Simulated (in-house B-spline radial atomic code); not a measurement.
Configurations of Mo5+, with energies counted from [Kr] (4d3/2)1. All numbers are computed (Dirac-Hartree-Fock, average of each configuration as written; Fermi nucleus of rms radius 4.4091 fm) with a radial B-spline atomic code at the basis-set limit, not measured. Energies include first-order Breit, QED and recoil terms.

Occupations are held fixed; configurations that lie above the ionisation limit could autoionise.

```
                                   configuration  E - E(ref) (eV)  highest orbital  its <r> (bohr)
                                        [Kr] 8s1           54.511            8s1/2           9.321
                                   [Kr] (8d3/2)1           57.396            8d3/2           11.44
                                   [Kr] (8f7/2)1           59.527            8f7/2           13.92
                                   [Kr] (8g9/2)1           60.015            8g9/2           14.25
[Ar] (3d3/2)4 (3d5/2)5 4s2 4p6 (4d3/2)1 (7p3/2)1           289.36            7p3/2           6.999
[Ar] (3d3/2)4 (3d5/2)5 4s2 4p6 (4d3/2)1 (6f5/2)1           291.52            6f5/2           7.028
```

Problem. Order these further configurations by energy, lowest first.
A. [Ar] (3d3/2)4 (3d5/2)5 4s2 4p6 (4d3/2)1 (8f5/2)1
B. [Ar] 3d10 4s2 (4p1/2)1 (4p3/2)4 (4d3/2)1 (8f7/2)1
C. [Ar] 3d10 4s2 (4p1/2)2 (4p3/2)3 (4d3/2)1 (7g7/2)1
D. [Ar] (3d3/2)4 (3d5/2)5 4s2 4p6 (4d3/2)1 7s1
E. [Ar] 3d10 4s2 (4p1/2)2 (4p3/2)3 (4d3/2)1 5s1

Solution. E (54.203 eV), C (97.352 eV), B (103.35 eV), D (287.48 eV), A (298.31 eV).

Problem. How far above the reference does [Ar] 3d10 4s2 (4p1/2)2 (4p3/2)3 (4d5/2)2 lie?

Solution. 40.812 eV; its least bound orbital is 4d5/2 with <r> = 1.447 bohr.

Problem. How far above the reference does [Ar] 3d10 4s2 (4p1/2)2 (4p3/2)3 (4d5/2)1 (5d3/2)1 lie?

Solution. 75.218 eV; its least bound orbital is 5d3/2 with <r> = 3.28 bohr.
